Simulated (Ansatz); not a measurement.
Z-matrix (Å, degrees):
```
C
B 1 1.560
H 1 1.097 2 108.4
H 1 1.093 2 111.6 3 -117.1
H 1 1.091 2 113.7 3 119.4
F 2 1.349 1 119.2 3 67.7
C 2 1.560 1 126.6 3 -107.4
S 2 2.433 1 110.8 3 -164.4
O 7 1.377 2 118.8 1 158.4
H 7 1.087 2 119.7 1 19.2
H 8 1.342 2 92.9 1 24.3
H 9 0.964 7 108.2 2 14.1
```

Charge 0, multiplicity 1.

Problem. List the ωB97M-V/def2-TZVPP orbital energies in eV (the Gaussian-basis code of Ansatz). (Estimate.)

Solution. The calculation gave: Occupied: -2427.20, -677.69, -526.76, -283.53, -280.93, -221.15, -189.08, -164.27, -164.20, -164.07, -36.48, -32.28, -24.54, -22.54, -20.90, -18.51, -17.29, -16.26, -15.72, -15.10, -14.42, -13.90, -13.74, -13.27, -12.76, -11.86, -10.20, -9.49. Lowest empty: 1.39, 2.15, 2.77, 2.80, 3.24, 3.76, 4.22, 4.72.
